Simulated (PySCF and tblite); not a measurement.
The numbers below are computed, except where a source is named.
C₇H₁₄Si, numbered as in [SiH3:1][C@@H:2]1[CH2:3][CH2:4][CH2:5][C:6]12[CH2:7][CH2:8]2.

Conformers came from 60 starts (ETKDG and KDG, MMFF94s, GFN2-xTB); geometries are GFN2-xTB. Free energies are B3LYP-D3(BJ)/def2-SVP single points with GFN2-xTB rigid-rotor and vibrational terms (modes under about 100 cm⁻¹ blended into free rotors). Symmetry numbers and mirror images are counted. Conformers within 3 kcal/mol (GFN2-xTB free energy) were kept, 9 at most. GIAO shieldings: KT2/pcSseg-1. Shifts are against TMS (¹H), TMS (¹³C), TMS (²⁹Si) at the same level; of two unlike H on one atom, a is the less shielded. Codes: tblite and PySCF.

(1) What shifts does this protocol give at 298.15 K under fast conformational exchange?

(2) How do the conformers differ?

(3) Which signal moves most, for its nucleus, between 220 and 380 K through the change of populations alone?

Unscaled ²⁹Si shifts at such levels can be off by tens of ppm; differences between conformers or isomers are more reliable. Shifts are unscaled: against experiment ¹³C can be off by 15 ppm or more and ¹H by 0.8 ppm.

## Answers

(1) ¹H: 3.68 (H1, 3H), 2.19 (H3a, 1H), 1.99 (H4a, 1H), 1.97 (H5a, 1H), 1.81 (H4b, 1H), 1.71 (H5b, 1H), 1.67 (H3b, 1H), 1.60 (H2, 1H), 0.77 (H7a, 1H), 0.61 (H8a, 1H), 0.45 (H8b, 1H), 0.41 (H7b, 1H) ppm. ¹³C: 42.4 (C5), 39.0 (C3), 33.8 (C2), 33.3 (C4), 25.2 (C6), 18.7 (C8), 17.2 (C7) ppm. ²⁹Si: -78.4 (Si1) ppm.

(2) The 5-ring runs over atoms 2–3–4–5–6.
```json
{"conformer": "1", "shape": "5-ring twist (ring torsions 42, -32, 11, 14, -35°)", "weight %": "79.2"}
{"conformer": "2", "shape": "5-ring envelope (ring torsions -40, 24, 0, -25, 40°)", "weight %": "20.8"}
```

```json
{"signal": "H1", "1": "3.65", "2": "3.80", "average": "3.68"}
{"signal": "H2", "1": "1.66", "2": "1.39", "average": "1.60"}
{"signal": "H3a", "1": "2.16", "2": "2.32", "average": "2.19"}
{"signal": "H3b", "1": "1.59", "2": "1.98", "average": "1.67"}
{"signal": "H4a", "1": "2.00", "2": "1.94", "average": "1.99"}
{"signal": "H4b", "1": "1.75", "2": "2.04", "average": "1.81"}
{"signal": "H5a", "1": "1.97", "2": "1.97", "average": "1.97"}
{"signal": "H5b", "1": "1.68", "2": "1.82", "average": "1.71"}
{"signal": "H7a", "1": "0.79", "2": "0.68", "average": "0.77"}
{"signal": "H7b", "1": "0.37", "2": "0.57", "average": "0.41"}
{"signal": "H8a", "1": "0.64", "2": "0.52", "average": "0.61"}
{"signal": "H8b", "1": "0.39", "2": "0.67", "average": "0.45"}
{"signal": "C2", "1": "33.5", "2": "35.2", "average": "33.8"}
{"signal": "C3", "1": "39.3", "2": "38.0", "average": "39.0"}
{"signal": "C4", "1": "33.5", "2": "32.6", "average": "33.3"}
{"signal": "C5", "1": "43.0", "2": "40.0", "average": "42.4"}
{"signal": "C6", "1": "25.0", "2": "26.0", "average": "25.2"}
{"signal": "C7", "1": "17.6", "2": "15.4", "average": "17.2"}
{"signal": "C8", "1": "17.4", "2": "23.5", "average": "18.7"}
{"signal": "Si1", "1": "-79.2", "2": "-75.2", "average": "-78.4"}
```

(3) C8: 18.2 ppm at 220 K, 18.4 ppm at 260 K, 18.7 ppm at 298.15 K, 18.8 ppm at 340 K, 19.0 ppm at 380 K.
